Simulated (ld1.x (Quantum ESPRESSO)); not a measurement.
## Fe: one change to an RRKJ potential, before and after

```
Element                 : Fe
Generator               : ld1.x (Quantum ESPRESSO) 7.5
Type                    : norm-conserving RRKJ (Kleinman–Bylander form)
Functional              : PBE
Relativity              : scalar-relativistic
Frozen core             : [Ne] 3s2
Valence charge          : 14
Reference configuration : 3p6 3d6.5 4s1.5 4p0
Partial waves           : 4s (bound): rc 2.30 bohr; 3d (bound): rc 1.65 bohr; 3p (bound): rc 0.90 bohr
Local potential         : the p channel
Core correction         : none
rho0                    : 0.001
```

Change: core correction a·sin(br)/r model core inside 0.68 bohr.

Cutoffs: the cutoffs (Ry, on a coarse ladder) from which the occupation-weighted sum of valence levels, in a spherical-Bessel basis at the reference potential, stays within 10 and 1 mRy of its value at 400 Ry; they do not see the model core or the augmentation charge, which bear on the density cutoff. Errors are all-electron minus pseudo energies relative to the spin-unpolarised reference configuration.

Task: Predict the effect on cutoff, ghosts and configuration errors.

Result: The potential gets neither clearly harder nor softer (140 Ry and 230 Ry → 140 Ry and 230 Ry); both files keep a bound ghost (s); of the 7 tests that both files solve, the error grows in 2 and shrinks in 4 by more than 15 % and 0.3 meV (median size 15.7 → 9.0 meV). A model core, the more so a compact one, raises the density cutoff, which this test does not measure.

| quantity | base | changed |
| --- | --- | --- |
| cutoff, loose | 140 Ry | 140 Ry |
| cutoff, tight | 230 Ry | 230 Ry |
| bound ghosts | s | s |
| error for 3p6 3d6 4s2 4p0, meV [ΔE 0.73 eV] | -7.7 | -9.0 |
| error for 3p6 3d6 4s1 4p0, meV [ΔE 9.46 eV] | +2.9 | +0.8 |
| error for 3p6 3d6 4s0 4p0, meV [ΔE 25.66 eV] | +16 | -1.2 |
| error for 3p6 3d6 4s1.5 4p0, meV [ΔE 4.21 eV] | -2.7 | -3.9 |
| error for 3p6 3d5 4s0 4p0, meV [ΔE 59.88 eV] | +153 | +95 |
| error for 3p5 3d6 4s2 4p0, meV [ΔE 68.41 eV] | -571 | -595 |
| error for 3p6 3d4 4s0 4p0, meV [ΔE 112.97 eV] | +693 | +545 |
| s: phases at 2.49 bohr within 0.05 rad from the reference energy up to (Ry; the scan ends near 5) | 3.6 | 3.6 |
| p: phases at 2.49 bohr within 0.05 rad from the reference energy up to (Ry; the scan ends near 5) | to the end of the scan | to the end of the scan |
| d: phases at 2.49 bohr within 0.05 rad from the reference energy up to (Ry; the scan ends near 5) | 1.4 | 1.4 |

Base: These tests converged, but a pseudo level misses the all-electron one widely, so the file describes the atom poorly there or has found another state: 3p6 3d4 4s0 4p0: empty 4s by 8.6 eV. A true bound ghost makes a file unfit for plane-wave use even where its test errors are small: the radial tests pick states by their node count and pass the ghost by.
